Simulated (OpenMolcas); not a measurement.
Computed levels of 5s² 5p² in ions with 50 electrons, in cm-1 above ³P₀.

| Item | Value |
| --- | --- |
| Program | OpenMolcas 26.06 |
| Method | RASSCF |
| Basis | ANO-RCC-VQZP |
| Scalar Hamiltonian | DKH2, point nucleus |
| Spin-orbit coupling | state interaction with AMFI integrals over the reference wave functions, term energies averaged over their components |

Active space for each ion: 4 electrons in 9 orbitals (RAS2 5s 5p; RAS3 5d, at most 2 electrons).

| Level | Sn | Sb+ | I3+ | Xe4+ |
| --- | --- | --- | --- | --- |
| ³P₁ | 1417 | 2543 | 5489 | 7581 |
| ³P₂ | 3144 | 5035 | 9861 | 12867 |
| ¹D₂ | 10319 | 12580 | 22009 | 27309 |
| ¹S₀ | 19921 | 24480 | 37482 | 44460 |

Q: Estimate ³P₂, ¹D₂, ¹S₀ for Te2+ from its neighbours Sb+ and I3+.

A: ³P₂ is fine structure, which grows about as the fourth power of a screened charge, so the fourth roots are averaged: ((5035^0.25 + 9861^0.25) / 2)^4 = 7146. The calculation gives 7337, so the estimate is off by -2.6 %; the measured value is 8167 (the list in Zhang, Palmeri, Quinet and Biemont, Astron. Astrophys. 551, A136 (2013)).
¹D₂ is another term, which grows about linearly with the charge: (12580 + 22009) / 2 = 17294. The calculation gives 17600, so the estimate is off by -1.7 %; the measured value is 17360 (the list in Zhang, Palmeri, Quinet and Biemont, Astron. Astrophys. 551, A136 (2013)).
¹S₀ is another term, which grows about linearly with the charge: (24480 + 37482) / 2 = 30981. The calculation gives 31237, so the estimate is off by -0.8 %; the measured value is 30398 (the list in Zhang, Palmeri, Quinet and Biemont, Astron. Astrophys. 551, A136 (2013)).

The run also gave levels led by 5s² 5p 5d, which use shells meant for correlation; these and all levels above them are left out (holds for Sn). The run also gave levels led by 5s 5p² 5d, 5s² 5p 5d, which use shells meant for correlation; these and all levels above them are left out (holds for Sb+; Te2+; I3+). Active for correlation alone: 5d; no level in the range computed is led by a configuration that fills it, so any true level of that kind is missing (holds for Xe4+). Measured partners are found by configuration, term and J. A level has none where our copy of the source lacks it or the pairing is in doubt (some pairs that miss far off the trend of their configuration count as doubtful), and it then counts in no deviation. Levels of configurations outside the active space are missing.
